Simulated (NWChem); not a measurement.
Everything below was run with NWChem. System: H2Cl2FGaO, charge 0, spin multiplicity 1, at a geometry optimised with PBE/def2-SVP. The structure started from a generated list of species. Level: PBE/def2-TZVP.

NWChem printed:

```
             Northwest Computational Chemistry Package (NWChem) 7.3.0
             --------------------------------------------------------

                                NWChem Input Module
                                -------------------

 Scaling coordinates for geometry "geometry" by  1.889725989
 (inverse scale =  0.529177249)

                             Geometry "geometry" -> ""
                             -------------------------

 Output coordinates in angstroms (scale by  1.889725989 to convert to a.u.)

  No.       Tag          Charge          X              Y              Z
 ---- ---------------- ---------- -------------- -------------- --------------
    1 Ga                  31.0000     0.18372700    -0.03258000    -0.07009400
    2 F                    9.0000     1.65231400    -1.03769900    -0.22003100
    3 Cl                  17.0000    -0.16184900     0.83032500     1.89013200
    4 Cl                  17.0000    -0.57771900     0.89033400    -1.85237700
    5 O                    8.0000    -0.85097400    -1.83303200     0.26003600
    6 H                    1.0000    -1.11982300    -1.81011600     1.20393500
    7 H                    1.0000    -0.06610700    -2.42756900     0.22712000

 Effective nuclear repulsion energy (a.u.)     585.7078487824

            Nuclear Dipole moment (a.u.)
            ----------------------------
        X                 Y               Z
 ---------------- ---------------- ----------------
    -0.0000283459    -0.0000170075    -0.0000283459


 Summary of "ao basis" -> "" (spherical)
 ------------------------------------------------------------------------------
       Tag                 Description            Shells   Functions and Types
 ---------------- ------------------------------  ------  ---------------------
 *                         def2-tzvp                  on all atoms

  pbe96 is a nonlocal functional; adding pw91lda local functional.

                                 NWChem DFT Module
                                 -----------------

 Summary of "ao basis" -> "ao basis" (spherical)
 ------------------------------------------------------------------------------
       Tag                 Description            Shells   Functions and Types
 ---------------- ------------------------------  ------  ---------------------
 Ga                        def2-tzvp                16       48   6s5p4d1f
 F                         def2-tzvp                11       31   5s3p2d1f
[...]
    85     -0.129414  3 Cl px                92     -0.116090  3 Cl py

 Vector   41  Occ=2.000000D+00  E=-2.869432D-01
              MO Center= -4.5D-01,  8.3D-01, -8.9D-01, r^2= 3.8D+00
   Bfn.  Coefficient  Atom+Function         Bfn.  Coefficient  Atom+Function
  ----- ------------  ---------------      ----- ------------  ---------------
   131      0.360448  4 Cl px               132      0.293632  4 Cl py
   134      0.230389  4 Cl px                94     -0.204885  3 Cl px
   135      0.187823  4 Cl py               128      0.170309  4 Cl px
    95     -0.162654  3 Cl py               122     -0.140670  4 Cl px
    97     -0.138246  3 Cl px               129      0.138143  4 Cl py

 Vector   42  Occ=2.000000D+00  E=-2.814727D-01
              MO Center= -3.9D-01,  8.1D-01, -5.6D-01, r^2= 4.4D+00
   Bfn.  Coefficient  Atom+Function         Bfn.  Coefficient  Atom+Function
  ----- ------------  ---------------      ----- ------------  ---------------
   133      0.281341  4 Cl pz               132      0.260244  4 Cl py
   131     -0.215622  4 Cl px                94      0.193961  3 Cl px
    96      0.185025  3 Cl pz               136      0.181210  4 Cl pz
    95     -0.170941  3 Cl py               135      0.167280  4 Cl py
   134     -0.141150  4 Cl px               130      0.133916  4 Cl pz

 Vector   43  Occ=0.000000D+00  E=-8.201683D-02
              MO Center= -5.5D-02, -2.4D-01,  9.9D-02, r^2= 5.2D+00
   Bfn.  Coefficient  Atom+Function         Bfn.  Coefficient  Atom+Function
  ----- ------------  ---------------      ----- ------------  ---------------
     6      0.733305  1 Ga s                  5      0.597157  1 Ga s
   158     -0.450514  5 O  s                187      0.346059  6 H  s
   193      0.331154  7 H  s                 99      0.265813  3 Cl pz
   136     -0.239794  4 Cl pz                84     -0.227252  3 Cl s
     4     -0.223389  1 Ga s                121     -0.222617  4 Cl s

 Vector   44  Occ=0.000000D+00  E=-4.282178D-02
              MO Center= -3.2D-01, -1.1D+00,  6.1D-01, r^2= 5.7D+00
   Bfn.  Coefficient  Atom+Function         Bfn.  Coefficient  Atom+Function
  ----- ------------  ---------------      ----- ------------  ---------------
   187     -0.788088  6 H  s                158      0.739168  5 O  s
   193     -0.546000  7 H  s                  6      0.360167  1 Ga s
     5      0.343514  1 Ga s                 17      0.215016  1 Ga py
   167      0.207820  5 O  pz                19      0.165688  1 Ga px
   186     -0.157262  6 H  s                 20      0.149445  1 Ga py

 Vector   45  Occ=0.000000D+00  E= 3.076190D-03
              MO Center= -3.0D-02, -5.0D-02,  7.0D-02, r^2= 4.9D+00
   Bfn.  Coefficient  Atom+Function         Bfn.  Coefficient  Atom+Function
  ----- ------------  ---------------      ----- ------------  ---------------
    19      0.746802  1 Ga px               187      0.520989  6 H  s
    16      0.443069  1 Ga px               193      0.410189  7 H  s
     5     -0.380629  1 Ga s                158     -0.364711  5 O  s
    20      0.341911  1 Ga py               166      0.206483  5 O  py
   167     -0.195528  5 O  pz                97     -0.191366  3 Cl px

 center of mass
 --------------
 x =   0.03638783 y =   0.04963292 z =  -0.02245421

 moments of inertia (a.u.)
 ------------------
        1371.177363536903         102.160457065671         -50.197564549956
         102.160457065671        1172.431204178677          30.771077981900
         -50.197564549956          30.771077981900         767.030853805674

     Multipole analysis of the density
     ---------------------------------

     L   x y z        total         alpha         beta         nuclear
     -   - - -        -----         -----         ----         -------
     0   0 0 0     -0.000000    -42.000000    -42.000000     84.000000

     1   1 0 0     -0.585277     -0.292624     -0.292624     -0.000028
     1   0 1 0     -1.247878     -0.623930     -0.623930     -0.000017
     1   0 0 1      0.629462      0.314745      0.314745     -0.000028

     2   2 0 0    -41.499001    -90.007703    -90.007703    138.516404
     2   1 1 0      2.863007     22.821045     22.821045    -42.779082
     2   1 0 1     -1.543624    -11.819419    -11.819419     22.095214
     2   0 2 0    -34.189221   -143.814223   -143.814223    253.439226
     2   0 1 1     -3.102643      8.759940      8.759940    -20.622522
     2   0 0 2    -40.834935   -237.710152   -237.710152    434.585370

 Task  times  cpu:       80.4s     wall:       80.4s

 Total times  cpu:       80.4s     wall:       80.4s
```

Problem. Write an NWChem input that would produce this output.

Solution. Several could match; the one computed here: 
```
start mol
memory heap 200 mb stack 800 mb global 1000 mb
geometry units angstroms nocenter noautoz noautosym
  Ga     0.183727    -0.032580    -0.070094
  F      1.652314    -1.037699    -0.220031
  Cl    -0.161849     0.830325     1.890132
  Cl    -0.577719     0.890334    -1.852377
  O     -0.850974    -1.833032     0.260036
  H     -1.119823    -1.810116     1.203935
  H     -0.066107    -2.427569     0.227120
end
basis spherical
  * library def2-tzvp
end
dft
  xc xpbe96 cpbe96
  semidirect memsize 60000000 filesize 0
  iterations 100
end
task dft energy
```
